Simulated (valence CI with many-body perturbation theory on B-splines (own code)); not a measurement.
**Tl³¹⁺: magnetic and hyperfine properties of the levels**

Calculated by configuration interaction combined with many-body perturbation theory (CI+MBPT): four valence electrons over a frozen Dirac-Fock core [Kr] 4d10, radial functions for each j: 8 s, 8 p, 9 d, 9 f, 6 g, 3 h, 2 i, with the one-electron correlation potential Σ1, the two-electron term Σ2, the three-electron term Σ3, Breit, model QED; selected CI, second order for the rest, scaled by the run's own slope (own B-spline code, finite nucleus).

The last digits are not significant, and no measured levels were compared; by estimate large intervals hold to a few tenths of a per cent, small ones and those within an open d or f shell to about a per cent. Core correlation moves these levels by up to 4800 cm⁻¹, and in measured spectra 5 to 20 % of such shifts remained as error; rates that hang on mixing are uncertain with them. Only levels of the ground parity were solved; by the run's estimate the other parity begins above the list, which can be wrong where configurations are misplaced.

A/g_I is the dipole constant over the nuclear g factor μ/I (μ in nuclear magnetons, uniformly magnetised nucleus), B/Q the quadrupole constant per barn. Both hold the static response of the core; the bare values leave it out. Large factors of s and p1/2 electrons are usually good to 5 to 10 %; those of open d and f shells near neutrality can be off by tens of per cent, and small factors of p3/2, d and f electrons come from cancelling terms and can be off by a factor of two or in sign, in half-filled shells by more. B is blank for J = 1/2, where it vanishes, and for nearly pure S terms. Energies count from the lowest level. Levels with J = 0 are left out.

Levels are named by their leading jj configuration (3d3/2^4 stands for four electrons in 3d with j = 3/2), which in mixed levels can hold well under half, so a name can repeat and another be missing. Letters in brackets count levels of one name in rising energy.

| Level | E (eV) | g | A/g_I (MHz) | A/g_I bare | B/Q (MHz/b) | B/Q bare |
| --- | --- | --- | --- | --- | --- | --- |
| (4f5/2^4) J=4 | 0.000 | 0.679 | 7080 | 6590 | -3790 | -3420 |
| (4f5/2^3 4f7/2) J=5 [a] | 3.917 | 0.918 | 5200 | 5150 | -3010 | -2740 |
| (4f5/2^4) J=2 | 4.920 | 0.898 | 6230 | 6250 | 4360 | 3960 |
| (4f5/2^3 4f7/2) J=6 [a] | 6.550 | 1.028 | 4510 | 4700 | -1770 | -1640 |
| (4f5/2^3 4f7/2) J=4 [a] | 7.534 | 0.998 | 5190 | 5370 | -5070 | -4580 |
| (4f5/2^3 4f7/2) J=1 [a] | 7.721 | 0.165 | 12900 | 11600 | 1040 | 933 |
| (4f5/2^3 4f7/2) J=7 | 8.069 | 1.064 | 4410 | 4680 | 673 | 536 |
| (4f5/2^3 4f7/2) J=3 [a] | 8.897 | 1.071 | 4400 | 4690 | -2030 | -1840 |
| (4f5/2^3 4f7/2) J=8 | 9.109 | 1.078 | 4390 | 4700 | 3670 | 3200 |
| (4f5/2^3 4f7/2) J=2 [a] | 9.257 | 0.679 | 7460 | 7020 | -2850 | -2550 |
| (4f5/2^3 4f7/2) J=3 [b] | 9.711 | 0.981 | 4800 | 4880 | 3310 | 3010 |
| (4f5/2^3 4f7/2) J=2 [b] | 9.928 | 1.532 | 561 | 1680 | -936 | -906 |
| (4f5/2^2 4f7/2^2) J=6 [a] | 11.379 | 0.920 | 5020 | 4960 | 66.0 | 79.8 |
| (4f5/2^3 4f7/2) J=5 [b] | 11.400 | 1.153 | 3580 | 4000 | -1320 | -1280 |
| (4f5/2^2 4f7/2^2) J=7 [a] | 12.306 | 1.012 | 4410 | 4540 | 1890 | 1680 |
| (4f5/2^2 4f7/2^2) J=4 [a] | 12.536 | 1.225 | 2820 | 3360 | 5620 | 5050 |
| (4f5/2^2 4f7/2^2) J=8 [a] | 13.251 | 1.062 | 4140 | 4380 | 4180 | 3690 |
| (4f5/2^2 4f7/2^2) J=4 [b] | 14.341 | 1.020 | 4630 | 4800 | -2680 | -2400 |
| (4f5/2^2 4f7/2^2) J=2 [a] | 14.687 | 1.126 | 3600 | 3940 | 2710 | 2460 |
| (4f5/2^2 4f7/2^2) J=3 [a] | 14.865 | 0.909 | 5230 | 5160 | -3580 | -3230 |
| (4f5/2^2 4f7/2^2) J=5 [a] | 15.230 | 1.251 | 2690 | 3280 | 5590 | 5010 |
| (4f5/2^2 4f7/2^2) J=2 [b] | 15.597 | 1.133 | 2410 | 2640 | -571 | -558 |
| (4f5/2^2 4f7/2^2) J=1 | 15.633 | 1.075 | 4320 | 4610 | 211 | 182 |
| (4f5/2^2 4f7/2^2) J=5 [b] | 15.694 | 0.988 | 4300 | 4350 | 1010 | 873 |
| (4f5/2^3 4f7/2) J=4 [b] | 15.943 | 1.164 | 3350 | 3780 | -3380 | -3120 |
| (4f5/2^3 4f7/2) J=1 [b] | 16.029 | 1.450 | -330 | 461 | 1550 | 1380 |
| (4f5/2^2 4f7/2^2) J=8 [b] | 16.505 | 1.007 | 4570 | 4700 | 5410 | 4890 |
| (4f5/2^2 4f7/2^2) J=3 [b] | 16.532 | 1.252 | 2180 | 2720 | 966 | 852 |
| (4f5/2^2 4f7/2^2) J=9 | 16.553 | 1.041 | 4310 | 4510 | 10300 | 9210 |
| (4f5/2^2 4f7/2^2) J=6 [b] | 16.609 | 1.207 | 3230 | 3750 | 828 | 649 |
| (4f5/2^2 4f7/2^2) J=5 [c] | 16.892 | 1.108 | 4080 | 4440 | -1380 | -1240 |
| (4f5/2^2 4f7/2^2) J=4 [c] | 17.385 | 1.127 | 3100 | 3400 | 3130 | 2770 |
| (4f5/2^2 4f7/2^2) J=2 [c] | 17.548 | 0.735 | 7940 | 7710 | 966 | 919 |
| (4f5/2^2 4f7/2^2) J=6 [c] | 17.750 | 1.059 | 4230 | 4470 | 917 | 808 |
| (4f5/2^2 4f7/2^2) J=2 [d] | 18.337 | 1.398 | 871 | 1660 | 1320 | 1180 |
| (4f5/2 4f7/2^3) J=7 [a] | 18.337 | 1.011 | 4170 | 4270 | 1520 | 1390 |
| (4f5/2^2 4f7/2^2) J=7 [b] | 18.787 | 1.066 | 4240 | 4490 | 2170 | 1940 |
| (4f5/2 4f7/2^3) J=8 | 19.156 | 1.060 | 3840 | 4030 | 3770 | 3370 |

(1) Take the isotope of mass number 205, with I = 1/2, μ = 1.632 μN. What is the hyperfine structure of (4f5/2^3 4f7/2) J=3 [a]?

## Answers

(1) From the table A = 14400 MHz. Shifts from the centre of gravity in MHz: F = 5/2: -28800, F = 7/2: 21600.
